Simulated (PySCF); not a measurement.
Checking a proposed structure

A compound C₅H₁₂FPSi gives the data below (simulated from a calculation) and was assigned the structure `CP1CC[SiH](F)CC1`.

¹³C{¹H} NMR (computed): δ 96.2 (CH), 35.4 (CH2, 2C), 21.5 (CH2, 2C).

¹H NMR (400 MHz, computed): δ 4.34 (m, 1H), 3.99 (m, 3H), 2.38 (m, 2H), 1.92 (m, 2H), 1.84 (m, 2H), 1.79 (m, 2H).

Isolated molecule, single conformer, one averaged value for each set of equivalent atoms, relativity neglected. Geometry: GFN2-xTB; σ from GIAO-PBE0/pcSseg-1; PySCF 2.14.0 with density-fitted response routines.

Chemical shifts δ = σref − σ; ¹H, ¹³C vs TMS, all at this level.

**Question.** Compare with the shifts computed for the proposed structure, pairing carbons in order of shift.

**Answer.** Atom-mapped SMILES (the numbers label the heavy atoms): `[CH3:1][P:2]1[CH2:3][CH2:4][SiH:5]([F:6])[CH2:7][CH2:8]1`; H(Xn) means a hydrogen on atom n.

```
atom  computed for proposal  given list  difference
  C3                   31.2        96.2       -65.0
  C8                   31.2        35.4        -4.2
  C1                   17.3        35.4       -18.1
  C4                   14.1        21.5        -7.4
  C7                   14.1        21.5        -7.4
```

The rms difference is 30.6 ppm and the largest -65.0 ppm at C3 (sp3 CH2 bonded to P). The carbon types in order of shift don't match either: CH2, CH2, CH3, CH2, CH2 for the proposal against CH, CH2, CH2, CH2, CH2 in the data. The proposal doesn't fit.

**Question.** Which isomer fits?

**Answer.** SMILES [SiH3]P1CCC(F)CC1.

δC 96.2: sp3 CH bonded to F; the inductive effect lowers its shielding. δC 35.4: sp3 CH2 in a ring; aliphatic region, no heteroatom directly attached. δH 4.34: hydrogen on an sp3 CH bonded to F; its carbon carries F, an electronegative neighbour. δH 1.92, 1.79: hydrogen on an sp3 CH2 bonded to P.

Other isomers checked: C[Si](C)(C)C/P=C/F (rms 61.7 ppm); CC(C)/C(F)=P\C[SiH3] (rms 66.8 ppm).

This is the structure that produced the data.

Splittings by ¹⁹F and ³¹P in the carbon and heteronuclear signals aren't shown, as no couplings were computed. Shifts are as computed. Against solution values, carbons near 30 ppm lie about +3 ppm off and those near 130 ppm about +5 ppm. Of 1211 compounds with measured shifts, 218 miss one by over three times the rms of a fit or turn the order of signals round; such compounds aren't used in these exercises. Multiplicities follow the n + 1 count of equivalent neighbours, as no J values were calculated; m marks all less simple cases, F and P coupling included.
